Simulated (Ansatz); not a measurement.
Isolated molecules relaxed with PBE0-D4/def2-TZVP in Ansatz; ΔE leaves out vibrations. CBS: MP2 limit from def2 TZ/QZ plus the TZ coupled-cluster correction, frozen cores. def2 core potentials past Kr. For In outer-core shells are correlated without core-valence functions, which leaves a few kJ/mol of doubt a bond. One conformer a species, not always the lowest.

Reaction (ligand exchange at the Si–C bond): `N=C([SiH3])[SiH2]N` + `[OH][In]([OH])[OH]` → `[OH][In]([OH])[O][SiH3]` + `N=C[SiH2]N`

```csv
level,ΔE (kcal/mol)
HF/def2-QZVPP,-33.8
MP2/CBS(def2),-26.8
```

**Question.** What does CCSD(T)/CBS give? (An estimate is asked.)

**Answer.** The calculation gave: -26.5 kcal/mol. The listed levels differ from it by -7.3, -0.3 kcal/mol.

Largest T1 diagnostic among the species: 0.017.

The D4 term adds +1.1 kcal/mol with B3LYP and +0.6 kcal/mol with PBE0; it sums over pairs of atoms, weighted by their polarisabilities, and B3LYP, whose exchange is more repulsive, gets the larger term. In def2-TZVPP, CCSD(T) changes the Hartree–Fock value by +6.8 kcal/mol (the triples alone add +1.1 kcal/mol) and MP2 by +6.5 kcal/mol.

B3LYP here is the variant with VWN-RPA as its local correlation; programs differ in this.
